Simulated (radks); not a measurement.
Results of a calculation; reference values are marked as such.
Initial-state core-level shifts of neutral zirconium when its valence configuration changes from [Kr] 4d2 5s2. Code: a radial shooting solver on a logarithmic mesh with Libxc functionals. Model: scalar-relativistic Kohn-Sham, PBE, spin-polarised, spherical densities, finite nucleus; open shells are filled with parallel spins first (spin-orbit coupling, left out, can overturn this in heavy ions); Fermi nuclear charge, rms radius 4.2694 fm. Shifts are changes of the shell-averaged eigenvalues in eV (positive: less bound); the change of the density at the nucleus, which sets a Mossbauer isomer shift, is in e/bohr^3, on a base of 7.611e+04.

valence              1s      2p      3s      3p  density at nucleus
4d2 5s1 5p1      -1.037  -1.035  -1.042  -1.042              -7.541
4d1 5s1 5p2      -5.010  -5.231  -5.183  -5.183              -4.334
4d1 5p3          -6.153  -6.362  -6.321  -6.320             -15.333
4d1.5 5s0.5 5p2  -3.546  -3.638  -3.628  -3.627             -11.214
4d4              +3.993  +4.283  +4.253  +4.255             -19.219
4d1.5 5s2 5p0.5  -2.010  -2.110  -2.087  -2.087              +2.644
4d1 5s2 5p1      -4.127  -4.345  -4.288  -4.288              +5.535
5s2 5p2          -8.637  -9.144  -8.979  -8.979             +12.054
4d3 5s1          +2.396  +2.550  +2.526  +2.527              -9.915
